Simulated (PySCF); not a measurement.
Compound: C8H14.
Numbering: `[CH2:1]1[CH2:2][C@@H:3]2[CH2:4][CH2:5][C@H:6]([CH2:7]1)[CH2:8]2` (hydrogens: H9, H10 on C1; H11, H12 on C2; H13 on C3; H14, H15 on C4; H16, H17 on C5; H18 on C6; H19, H20 on C7; H21, H22 on C8)

The same species was optimised twice, with GFN2-xTB and with PBE0-D3(BJ)/def2-SVP (PySCF), and the same property calculations (PySCF, gas phase) were run on both structures.

| coordinate | GFN2-xTB | PBE0-D3(BJ)/def2-SVP | change |
| --- | --- | --- | --- |
| C4–C5 (Å) | 1.542 | 1.550 | +0.008 |
| C5–C6 (Å) | 1.535 | 1.541 | +0.006 |
| C3–C4 (Å) | 1.535 | 1.541 | +0.006 |
| C6–C8 (Å) | 1.526 | 1.531 | +0.005 |
| C3–C8 (Å) | 1.526 | 1.531 | +0.005 |
| C2–C3 (Å) | 1.530 | 1.533 | +0.003 |
| C6–C7 (Å) | 1.530 | 1.533 | +0.003 |
| C1–C2 (Å) | 1.528 | 1.529 | +0.001 |
| C1–C7 (Å) | 1.528 | 1.529 | +0.001 |
| C2–C1–C7 (°) | 111.6 | 112.3 | +0.7 |
| C5–C6–C8 (°) | 102.5 | 101.9 | -0.6 |
| C4–C3–C8 (°) | 102.5 | 101.9 | -0.6 |
| C3–C8–C6 (°) | 100.6 | 100.9 | +0.3 |
| C1–C2–C3 (°) | 111.3 | 111.7 | +0.4 |
| C1–C7–C6 (°) | 111.3 | 111.7 | +0.4 |
| C7–C6–C8 (°) | 108.7 | 109.0 | +0.3 |
| C2–C3–C8 (°) | 108.8 | 109.0 | +0.2 |

Rotational constants: A = 2763, B = 2457, C = 2024 MHz (GFN2-xTB) against A = 2743, B = 2436, C = 1998 MHz (PBE0-D3(BJ)/def2-SVP). Point groups within 0.08 Å: Cs and Cs.

On the GFN2-xTB structure: HOMO (eV) -8.20 [PBE0/pcSseg-1]; LUMO (eV) 1.25 [PBE0/pcSseg-1]; dipole (D) 0.02 [PBE0/pcSseg-1]; GIAO shielding of C1 (ppm) 164.5 [PBE0/pcSseg-1]; GIAO shielding of C2/C7 (mean) (ppm) 150.4 [PBE0/pcSseg-1]; GIAO shielding of C3/C6 (mean) (ppm) 148.4 [PBE0/pcSseg-1]; GIAO shielding of C4/C5 (mean) (ppm) 155.6 [PBE0/pcSseg-1]; GIAO shielding of C8 (ppm) 144.9 [PBE0/pcSseg-1].

**Question.** What do these properties become on the PBE0-D3(BJ)/def2-SVP structure?

**Answer.** 
```csv
property,level,on GFN2-xTB,on PBE0-D3(BJ)/def2-SVP,change
HOMO (eV),PBE0/pcSseg-1,-8.20,-8.23,-0.03
LUMO (eV),PBE0/pcSseg-1,1.25,1.20,-0.05
dipole (D),PBE0/pcSseg-1,0.02,0.02,0.00
"energy, GFN2-xTB geometry as zero (kcal/mol)",PBE0/pcSseg-1,0.0,-0.4,-0.4
GIAO shielding of C1 (ppm),PBE0/pcSseg-1,164.5,163.0,-1.5
GIAO shielding of C2/C7 (mean) (ppm),PBE0/pcSseg-1,150.4,149.2,-1.2
GIAO shielding of C3/C6 (mean) (ppm),PBE0/pcSseg-1,148.4,147.1,-1.3
GIAO shielding of C4/C5 (mean) (ppm),PBE0/pcSseg-1,155.6,153.5,-2.1
GIAO shielding of C8 (ppm),PBE0/pcSseg-1,144.9,143.0,-1.9
```

The heavy atoms differ by 0.010 Å rms after alignment. Among bonds between heavy atoms C4–C5 changes most (+0.008 Å). Changes are differences of the printed values. Neither structure is proved a minimum here.
